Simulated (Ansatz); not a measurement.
Species: HF$_{3}$SeSi, SMILES `F[Si](F)(F)[SeH]` (charge 0, multiplicity 1), formula HF$_{3}$SeSi.

### Question
How many basis functions does frozen-core CCSD(T)/def2-TZVPP // PBE-D3(BJ)/def2-TZVP run with Ansatz (a quantum-chemistry and plane-wave program) use, how many core orbitals are frozen, and how many electrons are correlated?

### Answer
197 basis functions and 17 frozen orbitals, which leaves 42 correlated electrons (filled d shells below the valence shell are correlated). Core time is of the order of minutes.
